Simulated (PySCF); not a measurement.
Ga(H)2(NMe2) (C₂H₈GaN), SMILES C[N](C)[GaH2].

Geometry: ωB97X-D3(BJ)/def2-SVP. The structure was generated by enumeration; whether it is a known compound was not checked.

All values below come from PBE0/def2-TZVP (PySCF).

The molecule is in vacuum.

Computed frontier levels, gap, dipole moment and polarisability:
- highest occupied level = -6.36 eV
- lowest empty level = -0.82 eV
- orbital gap = 5.54 eV
- dipole moment = 0.80 D
- quadrupole, principal values (traceless, Buckingham form, about the centre of nuclear charge) = -1.16, -0.85, 2.01 D·Å
- mean static polarisability = 65.3 bohr³ (9.68 Å³)
- polarisability, principal values = 49.6, 65.7, 80.7 bohr³
